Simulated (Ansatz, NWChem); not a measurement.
## How basis sets differ on AgH (SMILES [AgH])

AgH, singlet, SMILES `[AgH]`. Each level relaxes the structure for itself.

Quantity: the harmonic wavenumber, in cm⁻¹. The values are calculated.

**The experiment to reproduce.** Huber and Herzberg, Constants of Diatomic Molecules gives the harmonic wavenumber of the gas as 1760 cm⁻¹.

| level | kind | program | value (cm⁻¹) | computed − measured |
| --- | --- | --- | --- | --- |
| HF/LANL2DZ (core potential) | Hartree–Fock | NWChem | 1577 | -183 |
| HF/STO-3G | Hartree–Fock | Ansatz | 2439 | +679 |
| HF/SBKJC-VDZ (core potential) | Hartree–Fock | NWChem | 1599 | -161 |
| HF/DGauss-DZVP | Hartree–Fock | NWChem | 1495 | -265 |
| HF/3-21G | Hartree–Fock | Ansatz | 1424 | -336 |
| HF/jorge-DZP | Hartree–Fock | NWChem | 1660 | -100 |

Nearest: HF/jorge-DZP (-100 cm⁻¹); farthest: HF/STO-3G (+679 cm⁻¹). All-electron rows without a relativistic Hamiltonian named are non-relativistic, while core potentials hold scalar relativity, so basis and relativity change together. Harmonic and unscaled.
